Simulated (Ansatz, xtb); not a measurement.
Reaction 2 R1 + R2 → P1, each structure at its B3LYP-D3(BJ)/def2-TZVP stationary point, reached from a drawn start (curvature not checked).
P1, H6S (SMILES [H][S]([H])([H])([H])([H])[H]) (charge 0, multiplicity 1):
```xyz
7

S      0.0000     0.0000     0.0000
H      1.4140     0.0000     0.0000
H     -1.4140     0.0000     0.0000
H      0.0000     1.4140     0.0000
H      0.0000    -1.4140     0.0000
H      0.0000     0.0000     1.4140
H      0.0000     0.0000    -1.4140
```
R1: H2 (SMILES [H][H]), charge 0, multiplicity 1.
R2: H2S (SMILES S), charge 0, multiplicity 1.

P less R. No zero-point or thermal terms.

Codes used: Ansatz (Gaussian basis) for Hartree–Fock, density functionals and correlated methods; xtb for the GFN methods. No computed number here is a measurement.

One of these levels gives 6.157 eV for the reaction energy. Which?
A) GFN1-xTB
B) r2SCAN/def2-TZVPP
C) HF/cc-pV(Q+d)Z

A, GFN1-xTB. The others give 5.443 (HF/cc-pV(Q+d)Z), 4.358 (r2SCAN/def2-TZVPP)

Ansatz is a program for electronic structure.
